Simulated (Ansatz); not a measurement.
`BC1=C[SiH2]O1` + H–F → `FC1=C[SiH2]O1` + BH₃ at 700 K and 1 bar (substitution at a C–B bond).

Isolated molecules relaxed with PBE0-D4/def2-TZVP in Ansatz; ΔE leaves out vibrations. CCSD(T)/CBS adds triple-zeta CCSD(T) − MP2 to the extrapolated MP2 energy (def2 sets, frozen cores). This one scheme is used for every species.

```
        species  CCSD(T)/CBS energy (Eh)  H − E (kJ/mol)  S (J/(mol·K))
`BC1=C[SiH2]O1`               -468.11878           239.4          429.3
            H–F               -100.39570            45.2          198.5
`FC1=C[SiH2]O1`               -541.93108           180.3          390.2
            BH₃                -26.55200            96.5          225.0
```

H − E and S are ideal-gas, rigid-rotor, harmonic terms from PBE0-D4/def2-TZVP. 1 Eh = 2625.50 kJ/mol, R = 8.31446 J/(mol·K).

By hand: ΔE, ΔH, ΔS and ΔG.

ΔE = (-541.93108) + (-26.55200) − (-468.11878) − (-100.39570) = 0.03140 Eh = 82.4 kJ/mol. Δ(H − E) = 180.3 + 96.5 − 239.4 − 45.2 = -7.8, so ΔH = 74.6 kJ/mol. ΔS = 390.2 + 225.0 − 429.3 − 198.5 = -12.6 J/(mol·K). ΔG = 74.6 − 700 × (-12.6)/1000 = 83.4 kJ/mol.

By hand: the equilibrium constant, and the temperature at which ΔG would vanish if ΔH and ΔS stayed fixed.

log₁₀ K = −ΔG/(RT ln 10) = -6.2. ΔH and −TΔS have one sign here, so there is no such temperature.

The number of gas molecules stays the same, so ΔS is small and ΔH decides. A doubt of 5 kJ/mol in ΔE shifts log₁₀ K by 0.4 here. These are equilibria of isolated gas molecules and say nothing of rates. Largest T1 diagnostic: 0.014 (customary marks: 0.02 for closed shells, 0.045 for open ones).
